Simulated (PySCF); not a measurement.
Estimate the missing entries of this data sheet.

Compound: C₉H₁₀FO (charge +1).
SMILES with atom numbers: `[O+:1]#[C:2][C@@H:3]([F:4])[C:5]#[C:6][CH2:7][CH:8]1[CH2:9][CH2:10][CH2:11]1` (hydrogens: H12 on C3; H13, H14 on C7; H15 on C8; H16, H17 on C9; H18, H19 on C10; H20, H21 on C11)

Conformer (atom-mapped SMILES and torsion angles): `[O+:1]#[C:2][C@@H:3]([F:4])[C:5]#[C:6][CH2:7][CH:8]1[CH2:9][CH2:10][CH2:11]1`: C6–C7–C8–C9 -175°.

```json
{"property": "point group", "level": "PBE0-D3(BJ)/def2-SVP", "value": "C1"}
{"property": "rotational constants A, B, C", "level": "PBE0-D3(BJ)/def2-SVP", "value": "?"}
{"property": "HOMO energy", "level": "CAM-B3LYP/def2-SVPD", "value": "-13.21 eV"}
{"property": "LUMO energy", "level": "CAM-B3LYP/def2-SVPD", "value": "?"}
{"property": "lowest singlet excitation", "level": "TDDFT CAM-B3LYP/def2-SVPD", "value": "3.59 eV (346 nm, f = 0.009)"}
{"property": "strongest line among the 10 lowest singlet transitions", "level": "TDDFT CAM-B3LYP/def2-SVPD", "value": "S6 at 4.51 eV (275 nm, f = 0.138)"}
{"property": "lowest triplet excitation (Tamm–Dancoff)", "level": "TDA CAM-B3LYP/def2-SVPD", "value": "?"}
{"property": "static isotropic polarisability", "level": "CAM-B3LYP/def2-SVPD", "value": "107.8 au"}
{"property": "electronic spatial extent ⟨r²⟩ about the centre of nuclear charge", "level": "CAM-B3LYP/def2-SVPD", "value": "2629 bohr²"}
{"property": "13C chemical shifts (computed TMS as zero) by class", "level": "GIAO KT3/pcSseg-2", "value": "?"}
{"property": "1H chemical shifts (computed TMS as zero) by class", "level": "GIAO KT3/pcSseg-2", "value": "7.45 (H12), 3.26 (H15), 3.23 (H13), 3.11 (H14), 2.82 (H17), 2.50 (H16), 2.46 (H18), 2.36 (H19), 2.33 (H20), 2.31 (H21) ppm"}
{"property": "isotropic shieldings of nuclei other than C and H, by class", "level": "GIAO KT3/pcSseg-2", "value": "-34 (O1), 329 (F4) ppm"}
{"property": "largest of the computed one-bond spin–spin couplings (means over like bonds)", "level": "B3LYP/pcJ-1, spin–dipole term left out for some pairs", "value": "?"}
```

Electronic properties: PySCF, gas phase, density fitting. Geometry: PBE0-D3(BJ)/def2-SVP, one conformer, isolated ion.

Task: The LUMO energy?

Result: -7.24 eV.

Task: The rotational constants A, B, C?

Result: 2.223, 0.456, 0.396 GHz.

Task: What are the largest of the computed one-bond spin–spin couplings (means over like bonds)?

Result: 19F–13C -332.0 (F4–C3), 13C–1H +195.3 (C3–H12), 13C–1H +151.6 (C10–H19), 13C–1H +150.4 (C9–H17), 13C–1H +144.6 (C7–H14), 13C–1H +144.6 (C11–H20), 13C–1H +144.1 (C7–H13), 13C–1H +142.7 (C8–H15) Hz.

Task: Give the lowest triplet excitation (Tamm–Dancoff).

Result: 3.25 eV.

Task: The 13C chemical shifts (computed TMS as zero) by class?

Result: 149.1 (C2), 143.3 (C6), 77.1 (C3), 70.7 (C5), 49.4 (C8), 44.0 (C9), 37.4 (C11), 33.8 (C7), 27.9 (C10) ppm.

The vertical singlet–triplet gap S1 − T1 is 0.34 eV (TDDFT singlet less Tamm–Dancoff triplet). The largest Löwdin shares of the HOMO are 0.21 on C10, 0.18 on C8, 0.14 on C9 and 0.13 on C11. No computed singlet falls in the visible range (750 to 380 nm, 1.65 to 3.26 eV); S1 lies 0.33 eV above its blue end. The polarisability is 15.97 Å³ as a volume (1 au = 0.148185 Å³), or 1.35 au for each of the 80 electrons.

For the TDDFT job (CAM-B3LYP/def2-SVPD), on 2 threads of an Intel Xeon Platinum 8488C, shared host with 96 logical CPUs at a one-minute load of 47, this took 82 s wall, 3.1 min CPU (with the writing of density and orbital grids) and 2.0 GiB of memory at its peak.
